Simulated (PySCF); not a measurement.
PySCF job for disilazane (H7NSi2), SMILES [SiH3]N[SiH3], PBE0-D3(BJ)/def2-SVP. Geometry: PBE0-D3(BJ)/def2-SVP.

```python
import numpy as np
from pyscf import gto, scf, dft, df
from pyscf.hessian import thermo

mol = gto.M(
    atom='''
    Si    0.00079041    0.13272996    1.57283562
    N    -0.00810665   -0.61288645    0.00000000
    Si    0.00079041    0.13272996   -1.57283563
    H    -1.04926002   -0.46676845    2.45439415
    H    -0.27424848    1.58600837    1.37890811
    H     1.31034713   -0.01835853    2.28452439
    H     0.06093797   -1.62799655    0.00000000
    H     1.31034712   -0.01835853   -2.28452439
    H    -1.04926003   -0.46676845   -2.45439414
    H    -0.27424848    1.58600836   -1.37890812
    ''',
    basis='def2-SVP',
    charge=0,
    spin=0,
    max_memory=1600,
    verbose=3,
)
mf = dft.RKS(mol, xc='pbe0').density_fit(auxbasis='def2-universal-jkfit')
mf.disp = 'd3bj'
mf.grids.level = 3
mf.conv_tol = 1e-11
mf.max_cycle = 100
mf.kernel()

# [left out here: the lines that compute and print the analytic Hessian (its translational invariance restored by hand, since the grid's response is missing), thermochemistry and intensities]
```

Output:

```
converged SCF energy = -637.435602416806

WARN: DFTD3 does not support analytical Hessian, using finite difference


WARN: Mole.unit (angstrom) is changed to Bohr

Mode                                 0                   1                   2
Irrep
Freq [cm^-1]                       29.4625             74.2439            217.6786
Reduced mass [au]                   1.5406              1.0153              3.2162
Force const [Dyne/A]                0.0008              0.0033              0.0898
Char temp [K]                      42.3900            106.8204            313.1911
Normal mode                   x     y     z       x     y     z       x     y     z
       0  Si                -0.03 -0.00  0.00   -0.01  0.00 -0.00   -0.00  0.03 -0.09
       1   N                 0.15  0.01  0.00    0.00 -0.00 -0.00   -0.00 -0.14  0.00
       2  Si                -0.03 -0.00 -0.00    0.01 -0.00 -0.00   -0.00  0.03  0.09
       3   H                -0.27  0.18 -0.15    0.24 -0.31  0.09   -0.01  0.17 -0.00
       4   H                 0.21  0.04 -0.05   -0.42 -0.07  0.05    0.01  0.00 -0.29
       5   H                -0.17 -0.22  0.21    0.10  0.36 -0.12   -0.00  0.11 -0.07
       6   H                 0.23  0.01 -0.00    0.00  0.00  0.01    0.06 -0.13  0.00
       7   H                -0.17 -0.22 -0.20   -0.10 -0.36 -0.12   -0.00  0.11  0.07
       8   H                -0.26  0.18  0.15   -0.24  0.31  0.09   -0.01  0.17  0.00
       9   H                 0.21  0.04  0.05    0.42  0.07  0.05    0.01  0.00  0.29
Mode                                 3                   4                   5
Irrep
Freq [cm^-1]                      374.8349            606.1098            639.6349
Reduced mass [au]                   1.1136              2.6233              1.1243
Force const [Dyne/A]                0.0922              0.5678              0.2710
Char temp [K]                     539.3040            872.0571            920.2922
Normal mode                   x     y     z       x     y     z       x     y     z
       0  Si                -0.00 -0.00  0.01    0.00  0.02  0.09   -0.00  0.04 -0.01
       1   N                -0.08  0.01 -0.00   -0.00 -0.11 -0.00   -0.00  0.00 -0.02
       2  Si                -0.00 -0.00 -0.01    0.00  0.02 -0.09    0.00 -0.04 -0.01
       3   H                 0.05  0.11  0.15   -0.01  0.20  0.20    0.02 -0.25 -0.17
       4   H                 0.06  0.01  0.02   -0.01 -0.02 -0.18    0.02  0.10  0.49
       5   H                 0.07 -0.12 -0.13   -0.01  0.19  0.14    0.01 -0.26 -0.10
       6   H                 0.86  0.07  0.00   -0.05 -0.11  0.00    0.00  0.00  0.20
       7   H                 0.07 -0.12  0.13   -0.01  0.19 -0.14   -0.01  0.26 -0.10
       8   H                 0.05  0.11 -0.15   -0.01  0.20 -0.20   -0.02  0.25 -0.17
       9   H                 0.06  0.01 -0.02   -0.01 -0.02  0.18   -0.02 -0.10  0.49
Mode                                 6                   7                   8
Irrep
Freq [cm^-1]                      707.1031            725.2779            827.7882
Reduced mass [au]                   1.1185              1.2911              1.7094
Force const [Dyne/A]                0.3295              0.4001              0.6901
Char temp [K]                    1017.3639           1043.5135           1191.0029
Normal mode                   x     y     z       x     y     z       x     y     z
       0  Si                -0.04 -0.01  0.00   -0.04 -0.00  0.00   -0.00  0.05  0.01
       1   N                 0.00 -0.00 -0.00    0.11  0.00  0.00    0.00 -0.15  0.00
       2  Si                 0.04  0.01  0.00   -0.04 -0.00 -0.00   -0.00  0.05 -0.01
       3   H                 0.16  0.19  0.37    0.14  0.16  0.32    0.02 -0.14 -0.09
       4   H                 0.08  0.02  0.04    0.06  0.03  0.08   -0.00  0.10  0.46
       5   H                 0.17 -0.16 -0.42    0.16 -0.15 -0.38   -0.02 -0.14 -0.00
       6   H                 0.00 -0.00 -0.02   -0.22 -0.02 -0.00    0.04 -0.15  0.00
       7   H                -0.17  0.16 -0.42    0.16 -0.15  0.38   -0.02 -0.14  0.00
       8   H                -0.16 -0.19  0.37    0.14  0.16 -0.32    0.02 -0.14  0.09
       9   H                -0.08 -0.02  0.04    0.06  0.03 -0.08   -0.00  0.10 -0.46
Mode                                 9                  10                  11
Irrep
Freq [cm^-1]                      919.2581            929.7391            930.8277
Reduced mass [au]                   1.0619              1.0559              1.4021
Force const [Dyne/A]                0.5287              0.5378              0.7158
Char temp [K]                    1322.6077           1337.6876           1339.2538
Normal mode                   x     y     z       x     y     z       x     y     z
       0  Si                -0.02  0.01  0.02    0.03 -0.01 -0.01   -0.01 -0.03 -0.05
       1   N                -0.00 -0.00 -0.01   -0.00  0.01 -0.00   -0.00  0.00  0.09
       2  Si                 0.02 -0.01  0.02    0.03 -0.01  0.01    0.01  0.03 -0.05
       3   H                 0.17 -0.40 -0.05   -0.19  0.35 -0.01    0.07  0.08  0.14
       4   H                 0.45  0.06 -0.25   -0.51 -0.09  0.12    0.25  0.07  0.29
       5   H                 0.03  0.08 -0.05   -0.01 -0.16 -0.00   -0.06  0.32  0.15
       6   H                 0.00  0.00 -0.03   -0.05  0.00 -0.00   -0.00  0.00  0.28
       7   H                -0.03 -0.08 -0.05   -0.01 -0.16  0.00    0.06 -0.32  0.15
       8   H                -0.17  0.40 -0.05   -0.19  0.35  0.01   -0.07 -0.08  0.14
       9   H                -0.45 -0.06 -0.25   -0.51 -0.09 -0.12   -0.25 -0.07  0.29
Mode                                12                  13                  14
Irrep
Freq [cm^-1]                      956.0247            964.7436            991.3186
Reduced mass [au]                   1.3580              1.0621              1.2255
Force const [Dyne/A]                0.7313              0.5824              0.7096
Char temp [K]                    1375.5067           1388.0513           1426.2868
Normal mode                   x     y     z       x     y     z       x     y     z
       0  Si                 0.00 -0.00 -0.04   -0.00 -0.03 -0.01   -0.00  0.02  0.01
       1   N                 0.00  0.00  0.12   -0.00  0.01  0.00   -0.00 -0.00 -0.11
       2  Si                -0.00  0.00 -0.04   -0.00 -0.03  0.01    0.00 -0.02  0.01
       3   H                 0.19 -0.14  0.12   -0.21  0.23 -0.10    0.26 -0.00  0.32
       4   H                -0.14 -0.06 -0.23    0.17  0.05  0.30    0.01  0.03  0.11
       5   H                -0.12 -0.35  0.13    0.11  0.46 -0.12   -0.19 -0.08  0.35
       6   H                -0.00 -0.00  0.36    0.03  0.01  0.00    0.00  0.00 -0.33
       7   H                 0.12  0.35  0.13    0.11  0.46  0.12    0.19  0.08  0.35
       8   H                -0.19  0.14  0.12   -0.21  0.23  0.10   -0.26  0.00  0.32
       9   H                 0.14  0.06 -0.23    0.17  0.05 -0.30   -0.01 -0.03  0.11
Mode                                15                  16                  17
Irrep
Freq [cm^-1]                     1014.3834           1210.0714           2203.7859
Reduced mass [au]                   1.1152              1.4924              1.0449
Force const [Dyne/A]                0.6761              1.2875              2.9900
Char temp [K]                    1459.4719           1741.0233           3170.7572
Normal mode                   x     y     z       x     y     z       x     y     z
       0  Si                 0.00  0.01  0.04    0.00 -0.01  0.02    0.02 -0.00  0.01
       1   N                 0.00 -0.02 -0.00    0.00  0.00 -0.15   -0.00  0.00  0.00
       2  Si                 0.00  0.01 -0.04   -0.00  0.01  0.02   -0.02  0.00  0.01
       3   H                -0.24 -0.13 -0.35   -0.00  0.06  0.06   -0.12 -0.08  0.11
       4   H                -0.03 -0.02 -0.22   -0.00 -0.02 -0.09    0.01  0.00  0.00
       5   H                 0.22 -0.07 -0.38   -0.00  0.05  0.04   -0.58  0.07 -0.31
       6   H                 0.00 -0.02 -0.00   -0.00 -0.00  0.78    0.00 -0.00  0.00
       7   H                 0.22 -0.07  0.38    0.00 -0.05  0.04    0.58 -0.07 -0.31
       8   H                -0.24 -0.13  0.35    0.00 -0.06  0.06    0.12  0.08  0.11
       9   H                -0.03 -0.02  0.22    0.00  0.02 -0.09   -0.01 -0.00  0.00
Mode                                18                  19                  20
Irrep
Freq [cm^-1]                     2207.2250           2217.4842           2224.9116
Reduced mass [au]                   1.0497              1.0317              1.0325
Force const [Dyne/A]                3.0131              2.9891              3.0113
Char temp [K]                    3175.7053           3190.4661           3201.1525
Normal mode                   x     y     z       x     y     z       x     y     z
       0  Si                 0.03  0.00  0.00   -0.01 -0.01  0.02    0.01  0.01 -0.02
       1   N                -0.00 -0.00 -0.00    0.00  0.00  0.00   -0.00  0.00  0.00
       2  Si                 0.03  0.00 -0.00    0.01  0.01  0.02    0.01  0.01  0.02
       3   H                -0.21 -0.13  0.18    0.47  0.27 -0.39   -0.44 -0.25  0.36
       4   H                 0.01  0.03 -0.00    0.01 -0.07  0.01   -0.00  0.01 -0.00
       5   H                -0.54  0.07 -0.29   -0.17  0.01 -0.08    0.28 -0.02  0.14
       6   H                 0.00  0.00 -0.00   -0.00 -0.00  0.01   -0.00 -0.00  0.00
       7   H                -0.54  0.07  0.29    0.17 -0.01 -0.08    0.28 -0.02 -0.14
       8   H                -0.21 -0.13 -0.18   -0.47 -0.27 -0.39   -0.44 -0.25 -0.36
       9   H                 0.01  0.03  0.00   -0.01  0.07  0.01   -0.00  0.02  0.00
Mode                                21                  22                  23
Irrep
Freq [cm^-1]                     2245.5781           2254.6190           3609.9495
Reduced mass [au]                   1.0416              1.0409              1.0744
Force const [Dyne/A]                3.0945              3.1176              8.2491
Char temp [K]                    3230.8869           3243.8948           5193.9136
Normal mode                   x     y     z       x     y     z       x     y     z
       0  Si                 0.00 -0.02  0.00    0.00 -0.02  0.00   -0.00  0.00 -0.00
       1   N                 0.00 -0.00 -0.00   -0.00 -0.00 -0.00   -0.00  0.07 -0.00
       2  Si                -0.00  0.02  0.00    0.00 -0.02 -0.00   -0.00  0.00  0.00
       3   H                 0.05  0.01 -0.03    0.02  0.00 -0.01    0.00 -0.00 -0.00
       4   H                -0.13  0.67 -0.09   -0.13  0.67 -0.09    0.00 -0.00  0.00
       5   H                -0.01 -0.01 -0.00    0.02 -0.01  0.01   -0.00 -0.00 -0.00
       6   H                -0.00  0.00 -0.01    0.00 -0.01 -0.00    0.06 -0.96 -0.00
       7   H                 0.01  0.01 -0.00    0.02 -0.01 -0.01   -0.00 -0.00  0.00
       8   H                -0.05 -0.01 -0.03    0.02  0.00  0.01    0.00 -0.00  0.00
       9   H                 0.13 -0.67 -0.09   -0.13  0.67  0.09    0.00 -0.00 -0.00
temperature 298.1500 [K]
pressure 101325.00 [Pa]
Rotational constants [GHz] 24.93609 2.95042 2.80949
Symmetry number 1
Zero-point energy (ZPE) 0.06625 [Eh]   173949.311 [J/mol]
                           tot       elec      trans        rot        vib
Entropy [J/mol/K]       331.189      0.000    162.958    103.999     64.232
Cv [J/mol/K]             86.345      0.000     12.472     12.472     61.402
Cp [J/mol/K]             94.660      0.000     20.786     12.472     61.402
Internal energy [J/mol]                      3718.434   3718.434 182965.727
Internal energy [Eh]   -637.36308  -637.43560
Enthalpy [J/mol]                             6197.391   3718.434 182965.727
Enthalpy [Eh]          -637.36214
Gibbs free energy [J/mol]                  -42388.566 -27288.832 163814.840
Gibbs free energy [Eh] -637.39975
mode   freq/cm-1   IR/(km/mol)
   1       29.46         0.410
   2       74.24         0.012
   3      217.68         0.680
   4      374.83        61.225
   5      606.11         3.434
   6      639.63         0.070
   7      707.10         0.658
   8      725.28       141.860
   9      827.79        91.382
  10      919.26        76.899
  11      929.74       128.736
  12      930.83       478.357
  13      956.02       103.936
  14      964.74       136.586
  15      991.32        71.549
  16     1014.38        24.912
  17     1210.07       178.340
  18     2203.79        47.487
  19     2207.22       308.271
  20     2217.48       192.643
  21     2224.91        42.251
  22     2245.58         1.486
  23     2254.62       160.421
  24     3609.95        41.814
max |gradient| / (hartree/bohr): 5.195772060491731e-05
APT charges: [ 1.3183 -1.1553  1.3183 -0.2909 -0.2439 -0.3018  0.192  -0.3018 -0.2909
 -0.2439]
```

Self-consistency was reached.

Cost: roughly 90 core-seconds.
